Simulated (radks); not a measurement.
The numbers below are computed, except where a source is named.
P5+, configuration [He] 2s2 3s2 2p(up 2, down 2) (spins set by hand, not the high-spin state).

Level of theory: non-relativistic Kohn-Sham, BLYP, spin-polarised, spherical densities, point nucleus (a radial shooting solver on a logarithmic mesh with Libxc functionals).

Energy parts (eV):
part                      energy
total                  -8818.114
kinetic                 8809.050
electron-nucleus      -19868.494
Hartree                 2765.562
exchange-correlation    -524.232

Orbitals (lengths in bohr, moments of r in powers of bohr; <r^-3> diverges for s and p1/2; r(max) is where P^2 peaks; r(90%) holds 90 % of the orbital's charge):
orbital,occ.,eigenvalue (eV),r(max),<r^4>,r(90%),<r^-3>
1s,2,-2229.708,0.06801,0.0005405,0.185,-
2s,2,-292.0137,0.4076,0.1472,0.769,-
2p,4,-247.6547,0.3373,0.1248,0.735,72.97
3s,2,-83.4290,1.272,7.545,2.05,-

The highest occupied level is 3s at -83.429 eV. The density falls to 0.001 e/bohr^3 at r = 2.70 bohr. The electron density at the nucleus is 2228 e/bohr^3. Summed over all electrons, <r^2> = 6.069 bohr^2, which gives a Langevin (diamagnetic) susceptibility term of -4.81 x 10^-6 cm^3/mol. Virial ratio -V/T = 2.00103.
